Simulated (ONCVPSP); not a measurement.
**Plane-wave convergence, ONCV potential for Cl (Z = 17)**

| Property | Result |
| --- | --- |
| Element | Cl (Z = 17) |
| Generator | ONCVPSP 4.0.1 |
| Type | optimised norm-conserving Vanderbilt (ONCV) |
| Functional | PBEsol |
| Relativity | scalar-relativistic |
| Frozen core | [Ne] |
| Valence charge | 7 |
| Reference configuration | 3s2 3p3 (charge +2) |
| Partial waves | 3s: rc 1.25 bohr, ncon 4, nbas 8, qcut 5.9 1/bohr, 2 projectors, debl 0.8 Ha; 3p: rc 1.20 bohr, ncon 3, nbas 7, qcut 5.6 1/bohr, 1 projector |
| Local potential | polynomial inside 0.80 bohr (lpopt 5, dvloc0 -1 Ha) |
| Core correction | none |

In the s channel the program set the typed energies aside and used -1.647, 0.250 Ha.

**Question.** For each optimised wave give the share of its norm inside rc, the residual kinetic energy above qcut (Ha) and the cutoffs (Ha) for errors of 10, 1, 0.1 and 0.01 mHa per electron.

**Answer.**

| wave | norm inside rc | residual KE | 10 mHa | 1 mHa | 0.1 mHa | 0.01 mHa |
| --- | --- | --- | --- | --- | --- | --- |
| 3s | 0.387 | 5.3e-04 | 12.1 | 16.4 | 32.0 | 91.6 |
| s projector 2 | 0.047 | 3.4e-04 | 9.6 | 14.6 | 59.9 | 145.4 |
| 3p | 0.270 | 4.7e-04 | 5.7 | 12.7 | 32.8 | 96.3 |

The occupied waves need 16 Ha and 33 Ha for 1 and 0.1 mHa. Note: no bound ghost flagged; GHOST(+) flagged for s at 83.3 eV.
